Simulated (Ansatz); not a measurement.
`F[SiH2]B[SiH3]` + CH₃SH → `CSB[SiH3]` + `F[SiH3]` at 400 K and 1 bar (cleavage of the B–Si bond).

Computed with Ansatz on PBE0-D4/def2-TZVP structures; ΔE is electronic, products minus reactants. CCSD(T)/CBS is the MP2 limit (def2-TZVPP, def2-QZVPP) plus CCSD(T) − MP2 in def2-TZVPP, frozen cores. This one scheme is used for every species. One conformer a species, not always the lowest.

| species | CCSD(T)/CBS energy (Eh) | H − E (kJ/mol) | S (J/(mol·K)) |
| --- | --- | --- | --- |
| `F[SiH2]B[SiH3]` | -706.36214 | 181.1 | 392.6 |
| CH₃SH | -438.22835 | 138.7 | 269.4 |
| `CSB[SiH3]` | -753.91766 | 233.5 | 385.8 |
| `F[SiH3]` | -390.72345 | 88.0 | 253.8 |

H − E and S are ideal-gas, rigid-rotor, harmonic terms from PBE0-D4/def2-TZVP, for one conformer and one mirror image of each species. 1 Eh = 2625.50 kJ/mol, R = 8.31446 J/(mol·K).

Task: By hand: ΔE, ΔH, ΔS and ΔG.

Result: ΔE = (-753.91766) + (-390.72345) − (-706.36214) − (-438.22835) = -0.05062 Eh = -132.9 kJ/mol. Δ(H − E) = 233.5 + 88.0 − 181.1 − 138.7 = 1.7, so ΔH = -131.2 kJ/mol. ΔS = 385.8 + 253.8 − 392.6 − 269.4 = -22.4 J/(mol·K). ΔG = -131.2 − 400 × (-22.4)/1000 = -122.2 kJ/mol.

Task: By hand: the equilibrium constant, and the temperature at which ΔG would vanish if ΔH and ΔS stayed fixed.

Result: log₁₀ K = −ΔG/(RT ln 10) = 16.0. ΔG = 0 at ΔH/ΔS = 5857 K, far beyond where these terms or the molecules hold.

ΔH outweighs TΔS. A doubt of 5 kJ/mol in ΔE shifts log₁₀ K by 0.7 here. Other conformers and mirror images would add mixing entropy, several J/(mol·K) or more a flexible species. Modes under 60 cm⁻¹, often nearly free rotors, make the harmonic entropy too high. These are equilibria of isolated gas molecules and say nothing of rates. Largest T1 diagnostic: 0.015 (customary marks: 0.02 for closed shells, 0.045 for open ones).
